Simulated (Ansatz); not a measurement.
Ligand exchange: GeH2(CH3)Cl + CH7FSi2 → GeH2(CH3)F + CH7ClSi2

Species: GeH2(CH3)Cl, singlet; CH7FSi2 `F[SiH2]C[SiH3]`, singlet; GeH2(CH3)F, singlet; CH7ClSi2 `[SiH3]C[SiH2]Cl`, singlet. The partners trade Cl for F: Ge–Cl and Si–F bonds give way to Ge–F and Si–Cl.

Shapes, held fixed at every level: PBE0-D4/def2-TZVP. Flexible molecules stand in one conformer, not always the lowest. Programs: Ansatz 0.2.0. Electronic energies: no zero-point or thermal term.

```json
{"level": "B3LYP-D4/def2-TZVPP", "kind": "global hybrid", "ΔE (kJ/mol)": "+51.2", "less CCSD(T)/def2-TZVPP": "-0.9"}
{"level": "PBE0-D4/def2-TZVPP", "kind": "global hybrid", "ΔE (kJ/mol)": "+48.7", "less CCSD(T)/def2-TZVPP": "-3.4"}
{"level": "wB97M-V/def2-TZVPP", "kind": "range-separated hybrid", "ΔE (kJ/mol)": "+50.4", "less CCSD(T)/def2-TZVPP": "-1.7"}
{"level": "wB97X-V/def2-TZVPP", "kind": "range-separated hybrid", "ΔE (kJ/mol)": "+48.5", "less CCSD(T)/def2-TZVPP": "-3.6"}
{"level": "MP2/def2-TZVPP", "kind": "perturbation theory", "ΔE (kJ/mol)": "+51.9", "less CCSD(T)/def2-TZVPP": "-0.2"}
{"level": "CCSD/def2-TZVPP", "kind": "coupled cluster or CI", "ΔE (kJ/mol)": "+53.4", "less CCSD(T)/def2-TZVPP": "+1.3"}
{"level": "CCSD(T)/def2-TZVPP", "kind": "coupled cluster or CI", "ΔE (kJ/mol)": "+52.1", "less CCSD(T)/def2-TZVPP": "0.0"}
```

The highest level, CCSD(T)/def2-TZVPP, gives ΔE = +52.1 kJ/mol; the levels span +48.5 to +53.4. The column of differences is taken from that level and isn't an error. No measured value is set beside it here. Relativity is left out for Ge. Outer-core shells of Ge are correlated, in sets that cover them unevenly.
